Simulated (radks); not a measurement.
Valence configurations of Cl2+ (all share [Ne]). All-electron calculation, scalar-relativistic Kohn-Sham, r2SCAN, spin-unpolarised, spherical densities, finite nucleus; meta-GGA in the generalised Kohn-Sham scheme; Fermi nuclear charge, rms radius 3.3654 fm. Program: a radial shooting solver on a logarithmic mesh with Libxc functionals. Energies are relative to 3s2 3p3; eigenvalues in eV.

valence	E (eV)	e(3p)	e(3s)
3s2 3p3	0.000	-31.873	-45.765
3s1 3p4	13.904	-32.445	-46.360
3p5	27.823	-32.982	-
3s1.5 3p3.5	6.949	-32.163	-46.069
3s0.5 3p4.5	20.863	-32.718	-46.638

NIST lists [Ne] 3s2 3p3 as the ground configuration; this level of theory agrees among the configurations tried. The energies are those of spherical spin-averaged densities, not of single terms.
